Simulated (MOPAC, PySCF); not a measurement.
C2H10Si3, SMILES `C=C[SiH2][SiH2][SiH3]` (C–C–Si–Si torsion 114°, C–Si–Si–Si torsion 178°), neutral singlet in the gas phase. 

Cartesian coordinates (Å):
SMILES: C=C[SiH2][SiH2][SiH3]
```xyz
15

C     -3.1278    -0.1273    -1.0328
C     -2.2522     0.5684    -0.3123
Si    -0.7899    -0.2011     0.5428
Si     1.2333     0.5378    -0.3780
Si     3.0505    -0.3959     0.7589
H     -3.9627     0.3455    -1.5425
H     -3.0469    -1.2049    -1.1449
H     -2.3853     1.6468    -0.2400
H     -0.8801    -1.6819     0.4108
H     -0.7861     0.1494     1.9916
H      1.3090     2.0246    -0.2879
H      1.2986     0.1627    -1.8190
H      4.3452     0.0540     0.1800
H      3.0069     0.0026     2.1918
H      2.9873    -1.8806     0.6815
```
Charge 0, multiplicity 1.

All levels are single points at this geometry (PBE0-D3(BJ)/def2-TZVP); Pople sets use spherical d functions. Orbital energies aren't observables, and empty levels follow the basis.

B3LYP/6-311+G** in PySCF gives HOMO (eV) = -7.32.

Problem. Estimate the HOMO (eV) from each of these levels: M06-2X/def2-TZVP in PySCF; PBE-D3(BJ)/def2-TZVP in PySCF; B3LYP/3-21G in PySCF; BP86/6-31G* in PySCF; HF/3-21G in PySCF; HF/6-31G* in PySCF; PM3 in MOPAC; PM6 in MOPAC.

Solution. 
| level | HOMO (eV) |
|---|---|
| M06-2X/def2-TZVP in PySCF | -8.47 |
| PBE-D3(BJ)/def2-TZVP in PySCF | -6.47 |
| B3LYP/3-21G in PySCF | -7.21 |
| BP86/6-31G* in PySCF | -6.37 |
| HF/3-21G in PySCF | -9.72 |
| HF/6-31G* in PySCF | -9.69 |
| PM3 in MOPAC | -9.24 |
| PM6 in MOPAC | -8.44 |
